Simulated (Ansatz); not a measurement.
Reaction (ligand exchange at the Si–O bond): `O[SiH](O)F` + `[OH][GeH3]` → `O[SiH](F)[O][GeH3]` + H₂O

Computed with Ansatz on PBE0-D4/def2-TZVP structures; ΔE is electronic, products minus reactants. CCSD(T)/CBS adds triple-zeta CCSD(T) − MP2 to the extrapolated MP2 energy (def2 sets, frozen cores). This one scheme is used for every species. Functionals use def2-TZVPP. For Ge outer-core shells are correlated without core-valence functions, which leaves a few kJ/mol of doubt a bond. Scalar relativity is left out up to krypton. One conformer a species, not always the lowest.

```
             species  r2SCAN-D4 energy (Eh)
        `O[SiH](O)F`             -541.75505
        `[OH][GeH3]`            -2154.62711
`O[SiH](F)[O][GeH3]`            -2619.96553
                 H₂O              -76.42324
```

Q: Work out ΔE.

A: ΔE = (-2619.96553) + (-76.42324) − (-541.75505) − (-2154.62711) = -0.00661 Eh = -4.1 kcal/mol. CCSD(T)/CBS gives -5.7 kcal/mol.

Largest T1 diagnostic among the species: 0.012.

Leaving LDA and LC-ωPBE aside and taking each functional with its dispersion term where it has one, the values, not all of them listed here, spread over 2.2 kcal/mol, from BHLYP-D4 to PBE-D4. From BLYP to BHLYP (50 % exact exchange), in def2-TZVPP and without D4, ΔE moves by −1.6 kcal/mol.
